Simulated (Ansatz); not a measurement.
Basis-set extrapolation for AlH6O3P, SMILES `[OH][Al-]([OH])([OH])[PH3+]` (PBE0-D4/def2-TZVP geometry, frozen core, Ansatz). Multiplicity 1, RHF reference.

|  | def2-TZVPP | def2-QZVPP |
| --- | --- | --- |
| HF | -811.050905 | -811.080250 |
| MP2 correlation | -0.978361 | -1.058195 |
| CCSD(T) correlation | -1.046848 | not run |

Energies in hartree. Use E(X) = E(∞) + A·exp(−7.88·√X) for Hartree–Fock and E(X) = E(∞) + B·X^(−2.97) for correlation, with X = 3 and 4, and add CCSD(T) minus MP2 of the smaller set to the MP2 limit.

What is the CCSD(T) energy at the basis-set limit?

HF limit: -811.080250 + (-0.029345) × 0.13774 = -811.08429. MP2 limit: -1.058195 + (-0.079834) × 0.74074 = -1.11733. Higher-order term: -1.046848 − (-0.978361) = -0.06849. Total: -812.27011 hartree, 452.5 kJ/mol below CCSD(T)/def2-TZVPP.
